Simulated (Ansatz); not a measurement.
Relaxation of a periodic cell of 17 atoms, Si (host Si, host structure diamond, interstitial Si), to a largest force component of 0.03 eV/Å in at most 60 steps.

These are results of DFT PBE, scalar-relativistic, plane waves, PAW (Ansatz 0.2.0), not measurements. Settings: PAW set soft_1, cutoff 420 eV, k mesh 2x2x2, gaussian smearing 0.02 eV, no spin polarisation.

```xyz
17
Lattice="0.0000 5.4300 5.4300 5.4300 0.0000 5.4300 5.4300 5.4300 0.0000" Properties=species:S:1:pos:R:3:forces:R:3
Si 0.000 0.000 0.000 0.06 0.01 -0.05
Si 1.357 1.357 1.357 -0.50 -0.47 -0.43
Si 2.715 2.715 0.000 -0.03 -0.03 -0.56
Si 4.072 4.072 1.357 0.66 0.70 -0.67
Si 2.715 0.000 2.715 0.00 -0.50 -0.01
Si 4.072 1.357 4.072 0.45 -0.50 0.52
Si 5.430 2.715 2.715 0.58 -0.02 0.02
Si 6.787 4.072 4.072 -0.07 0.10 0.07
Si 0.000 2.715 2.715 -0.45 0.01 0.01
Si 1.357 4.072 4.072 -0.40 0.35 0.39
Si 2.715 5.430 2.715 -0.04 0.52 0.04
Si 4.072 6.787 4.072 0.09 -0.07 0.05
Si 2.715 2.715 5.430 -0.01 0.02 0.46
Si 4.072 4.072 6.787 0.06 0.05 -0.06
Si 5.430 5.430 5.430 0.00 0.00 0.00
Si 6.787 6.787 6.787 -0.05 -0.07 -0.09
Si 8.182 8.153 2.685 -0.36 -0.11 0.30
```

Problem. Where does it end, and by what steps?

Solution. It converged. The force dipped under the threshold on the way, but the program's further checks kept it going. Limits of this set-up: a small cell, in which the defect meets its images. After 3 steps the energy has fallen by 0.132 eV; Si4 moved furthest, 0.05 Å.

| step | energy less start (eV) | largest force component (eV/Å) | accepted |
| --- | --- | --- | --- |
| 0 | 0.0000 | 0.701 | yes |
| 1 | -0.1172 | 0.241 | yes |
| 2 | -0.1318 | 0.022 | yes |
| 3 | -0.1318 | 0.023 | yes |

```xyz
17
Lattice="0.0000 5.4300 5.4300 5.4300 0.0000 5.4300 5.4300 5.4300 0.0000" Properties=species:S:1:pos:R:3
Si 0.006 0.001 -0.005
Si 1.336 1.335 1.333
Si 2.717 2.717 -0.035
Si 4.100 4.099 1.330
Si 2.716 -0.033 2.715
Si 4.098 1.335 4.095
Si 5.465 2.717 2.713
Si 6.784 4.078 4.077
Si -0.033 2.714 2.714
Si 1.339 4.093 4.092
Si 2.718 5.464 2.712
Si 4.078 6.784 4.076
Si 2.717 2.714 5.463
Si 4.077 4.076 6.784
Si 5.430 5.430 5.430
Si 6.784 6.784 6.782
Si 8.151 8.146 2.710
```

The run took 27 s on 1 thread of Arm Neoverse V1, on a shared host, peak memory 0.5 GiB.
